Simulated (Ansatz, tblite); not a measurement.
Cost and result up the ladder for Ti(NH2)F3 (TiNF₃H₂) (7 atoms). The state is a singlet with charge 0. Geometry: PBE0-D4/def2-SVP.

```xyz
7

Ti    0.033    0.712   -0.074
N    -0.067   -1.110    0.159
H     0.603   -1.666    0.686
H    -0.781   -1.703   -0.258
F     0.979    1.357    1.232
F    -1.588    1.335   -0.156
F     0.821    1.076   -1.589
```

Ansatz on 4 threads of Arm Neoverse V1 on a shared host; xTB runs through tblite on one thread. Times are rough, summed over both states, and most runs start from the orbitals of an earlier one. PBE0-D4/def2-TZVP serves as the yardstick here, not as an exact answer. The other state is a doublet.

The xTB rows come from tblite.

Raw xTB energies of ions are shifted by several eV.

| level | functions | wall time | vertical IE (eV) | difference from PBE0-D4/def2-TZVP (eV) |
| --- | --- | --- | --- | --- |
| GFN2-xTB | 27 | 0.007 s | 15.86 | 5.06 |
| GFN1-xTB | 29 | 0.008 s | 16.67 | 5.86 |
| PBE-D4/def2-TZVP | 181 | 4.2 s | 10.70 | -0.11 |
| PBE0-D4/def2-TZVP | 181 | 6 s | 10.81 | 0.00 |
| r2SCAN-D4/def2-TZVP | 181 | 9.4 s | 10.66 | -0.15 |
